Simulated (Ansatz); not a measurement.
The cluster Al₃B⁻, relaxed as a doublet with UKS B3LYP-D4/def2-TZVPD in Ansatz, starting from packed atoms. Force threshold 0.02 eV/Å.

The structure comes from a short search, and lower isomers may exist.

Start:

```xyz
4

B     0.125   -0.081    0.749
Al    1.243   -1.496   -0.429
Al   -1.099    1.391    0.904
Al   -0.269    0.186   -1.224
```

```tsv
step	energy (eV)	largest force component (eV/Å)	SCF passes
1	-20467.1897	1.737	58
2	-20467.4047	1.185	53
3	-20467.7752	1.068	66
4	-20467.9734	0.738	38
5	-20468.0886	0.641	37
6	-20468.1403	0.373	35
7	-20468.1510	0.137	31
8	-20468.1517	0.007	32
9	-20468.1517	0.004	30
10	-20468.1518	0.003	30
11	-20468.1521	0.014	33
12 (rejected)	-20468.1506	0.165	40
13	-20468.1533	0.046	36
14 (rejected)	-20468.1532	0.119	37
15	-20468.1548	0.018	32
```

Force components are those of the run's own axes.

End:

```xyz
4

B    -0.148   -0.154    0.102
Al    1.398   -1.490    0.244
Al   -0.836    1.255    1.434
Al   -0.414    0.388   -1.780
```

Bonds lost: Al2–Al4, Al3–Al4 (atoms count from 1). The end is the same structure that another start reached.

The force fell under the threshold at step 8, but the optimiser went on and released 0.003 eV more. No frequencies were taken in this run, so the end may be a saddle point.

It took 45 s on 4 threads of Arm Neoverse V1 on a shared host.
